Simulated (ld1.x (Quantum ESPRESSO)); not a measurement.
**Before and after: PAW potential for hydrogen (H)**

- Element: H
- Generator: ld1.x (Quantum ESPRESSO) 7.5
- Type: PAW
- Functional: LDA (PZ)
- Relativity: scalar-relativistic
- Frozen core: none
- Valence charge: 1
- Reference configuration: 1s1
- Partial waves: 1s (bound): rcut 1.05, rcutus 1.45 bohr; 1s channel at 2.15 Ry: rcut 1.05, rcutus 1.45 bohr
- Local potential: all-electron potential smoothed inside 1.30 bohr (lloc = -1)
- Core correction: none
- Augmentation charge: PSQ, inside the norm-conserving radii

All-electron outer shells of the reference configuration (LDA (PZ), scalar-relativistic, ld1.x):

```
shell  level (eV)  outermost node (bohr)  outermost maximum (bohr)
   1s       -6.36                      –                      1.05
```

Change: wave 1s channel at 2.15 Ry: rcut 1.05, rcutus 1.45 bohr becomes 1s channel at 0.19 Ry: rcut 1.05, rcutus 1.45 bohr.

Cutoffs: the cutoffs (Ry, on a coarse ladder) from which the occupation-weighted sum of valence levels, in a spherical-Bessel basis at the reference potential, stays within 10 and 1 mRy of its value at 400 Ry; they do not see the model core or the augmentation charge, which bear on the density cutoff. Errors are all-electron minus pseudo energies relative to the spin-unpolarised reference configuration.

Task: What does the change do?

Result: The potential gets harder (10 Ry and 18 Ry → 12 Ry and 18 Ry); the errors of the 3 common tests hardly move; neither file shows a bound ghost.

```csv
quantity,base,changed
"cutoff, loose",10 Ry,12 Ry
"cutoff, tight",18 Ry,18 Ry
bound ghosts,none,none
"error for 1s0.5, meV [ΔE 4.64 eV]",0.0,0.0
"error for 1s1 (spin-polarised), meV [ΔE -0.90 eV]",0.0,-0.1
"error for 1s0.5 (spin-polarised), meV [ΔE 4.26 eV]",0.0,-0.1
s: phases at 1.60 bohr within 0.05 rad from the reference energy up to (Ry; the scan ends near 5),to the end of the scan,to the end of the scan
lowest overlap eigenvalue by channel,s 0.95,s 0.99
```
